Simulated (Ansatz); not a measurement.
Calculated with Ansatz (gas phase, PBE0-D4/def2-TZVP geometries, no zero-point term in ΔE). CCSD(T)/CBS is the MP2 limit (def2-TZVPP, def2-QZVPP) plus CCSD(T) − MP2 in def2-TZVPP, frozen cores. This one scheme is used for every species. DFT in def2-TZVPP. For Se outer-core shells are correlated without core-valence functions, which leaves a few kJ/mol of doubt a bond. Scalar relativity is left out up to krypton. One conformer a species, not always the lowest.

`N[SiH2]CCl` + `[SiH3][SeH]` → `N[SiH2][Se][SiH3]` + `CCl`  (ligand exchange at the Si–C bond)

`N[SiH2]CCl`:

```xyz
10

N     1.346    0.919   -0.501
Si   -0.169    0.696    0.262
C    -0.790   -1.086    0.301
Cl   -0.894   -1.695   -1.379
H     1.448    0.725   -1.484
H     2.199    0.732   -0.001
H    -1.201    1.484   -0.456
H    -0.032    1.146    1.674
H    -0.119   -1.753    0.844
H    -1.787   -1.168    0.739
```

`[SiH3][SeH]`:

Z-matrix (Å, degrees):
```
Si
Se 1 2.279
H 1 1.484 2 111.4
H 1 1.484 2 111.5 3 -122.1
H 1 1.483 2 104.9 3 119.0
H 2 1.469 1 93.0 3 60.4
```

`N[SiH2][Se][SiH3]`:

Z-matrix (Å, degrees):
```
Si
Se 1 2.298
N 1 1.710 2 117.4
H 1 1.481 2 103.5 3 119.9
H 1 1.483 2 107.8 3 -120.5
Si 2 2.271 1 93.9 3 74.5
H 3 1.008 1 119.2 2 -78.0
H 3 1.008 1 119.7 2 63.6
H 6 1.485 2 111.4 1 75.3
H 6 1.483 2 107.7 1 -164.4
H 6 1.488 2 110.4 1 -45.1
```

`CCl`:

Cartesian coordinates in Å:
```
C 0.029 -0.099 0.103
Cl -0.326 1.101 -1.153
H -0.828 -0.169 0.769
H 0.909 0.225 0.655
H 0.215 -1.058 -0.374
```

| species | B2PLYP energy (Eh) |
| --- | --- |
| `N[SiH2]CCl` | -845.92135 |
| `[SiH3][SeH]` | -2692.97020 |
| `N[SiH2][Se][SiH3]` | -3038.95316 |
| `CCl` | -499.96809 |

Task: Work out ΔE.

Result: ΔE = (-3038.95316) + (-499.96809) − (-845.92135) − (-2692.97020) = -0.02970 Eh = -78.0 kJ/mol. CCSD(T)/CBS gives -81.1 kJ/mol.

Largest T1 diagnostic among the species: 0.010.

The D4 term adds −4.4 kJ/mol with B3LYP and −2.6 kJ/mol with PBE0; it sums over pairs of atoms, weighted by their polarisabilities, and B3LYP, whose exchange is more repulsive, gets the larger term.

B3LYP here is the variant with VWN-RPA as its local correlation; programs differ in this.
